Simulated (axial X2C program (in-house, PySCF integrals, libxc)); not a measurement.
Potential curves of CuC⁺, two-component

Calculated with an in-house relativistic program for diatomic molecules. Two-component (2c) means X2C with spin–orbit coupling and atomic mean-field two-electron Coulomb and Gaunt terms. Basis: Cu dyall-cv3z [9s9p6d3f2g], C dyall-v3z [7s6p2d1f] (cores contracted in-house); Gaussian nuclei, density fitting, unrestricted open shells. Masses: Cu 62.930 u, C 12.000 u.

State: Ω = 2 (⟨Sz⟩ = 1.00, ⟨Lz⟩ = 1.00 at HF). Energies in cm⁻¹ from the fragments at the same level (Cu+ + C). Fits are polynomials in 1 − R0/R over 0.85 to 1.23 times the lowest point R0.

```json
{"R (Å)": "1.5825", "CCSD": "", "PBE0": "-10261", "MP2": "-8677", "PBE50": "-4945"}
{"R (Å)": "1.6553", "CCSD": "-7178", "PBE0": "-12699", "MP2": "-10628", "PBE50": "-7768"}
{"R (Å)": "1.7099", "CCSD": "-8437", "PBE0": "-13703", "MP2": "-11346", "PBE50": "-9067"}
{"R (Å)": "1.7644", "CCSD": "-9214", "PBE0": "-14190", "MP2": "-11631", "PBE50": "-9853"}
{"R (Å)": "1.8190", "CCSD": "-9638", "PBE0": "-14297", "MP2": "-11620", "PBE50": "-10261"}
{"R (Å)": "1.8827", "CCSD": "-9814", "PBE0": "-14080", "MP2": "-11359", "PBE50": "-10393"}
{"R (Å)": "1.9463", "CCSD": "-9753", "PBE0": "-13614", "MP2": "-10933", "PBE50": "-10269"}
{"R (Å)": "2.0282", "CCSD": "-9455", "PBE0": "-12798", "MP2": "-10254", "PBE50": "-9873"}
{"R (Å)": "2.1282", "CCSD": "", "PBE0": "-11650", "MP2": "-9342", "PBE50": "-9191"}
{"R (Å)": "2.2737", "CCSD": "", "PBE0": "-9957", "MP2": "-8016", "PBE50": "-8057"}
```

Correlated methods: 14 electrons correlated (number of frozen shells: Cu 3 s, 2 p; C 1 s), 226 virtual spin orbitals or spinors in MP2.

Occupations by symmetry block were frozen at the best pattern of an incomplete PBE0 search. De is counted from the lowest determinant-based energies of the atoms at the same level, without counterpoise correction. Density functionals use the spin component along the axis (collinear). CCSD ran in a truncated set of natural virtual spinors with an MP2 remainder; without triples it tends to underbind. In 2c an atomic determinant is not the ground J level, so De misses part of the atomic spin–orbit lowering. This holds for CCSD, PBE0, MP2, PBE50. PBE0 can misorder states that lie within some tenths of an eV, so this need not be the ground state of the molecule. The nearest other 2c determinant of the search, Ω = 0, lies 0.33 eV up at the distance of the search. Without a current term, density functionals place determinants with orbital angular momentum somewhat too high. With several unpaired electrons one determinant need not be a pure state. Open-shell Ω = 0 determinants with evenly filled partner blocks cannot be reached by this program, so the Ω shown need not be the lowest component. Coupled cluster ran on the points near the minimum only. MP2 and coupled cluster on one determinant become unreliable at the stretched end.

(1) Fit the CCSD curve near its minimum: give the equilibrium distance, the harmonic wavenumber and the well depth.

(2) Fit the PBE0 curve near its minimum: give the equilibrium distance, the harmonic wavenumber and the well depth.

(3) Fit the MP2 curve near its minimum: give the equilibrium distance, the harmonic wavenumber and the well depth.

(4) What are Re, ωe and De at the PBE50 level?

Results:

(1) At CCSD, 2c: Re = 1.894 Å, ωe ≈ 423 cm⁻¹, De = 1.22 eV to Cu+ + C; Be follows as 0.466 cm⁻¹.

(2) At PBE0, 2c: Re = 1.810 Å, ωe ≈ 570 cm⁻¹, De = 1.77 eV to Cu+ + C; Be follows as 0.511 cm⁻¹.

(3) At MP2, 2c: Re = 1.788 Å, ωe ≈ 528 cm⁻¹, De = 1.45 eV to Cu+ + C; Be follows as 0.523 cm⁻¹.

(4) At PBE50, 2c: Re = 1.879 Å, ωe ≈ 462 cm⁻¹, De = 1.29 eV to Cu+ + C; Be follows as 0.474 cm⁻¹.
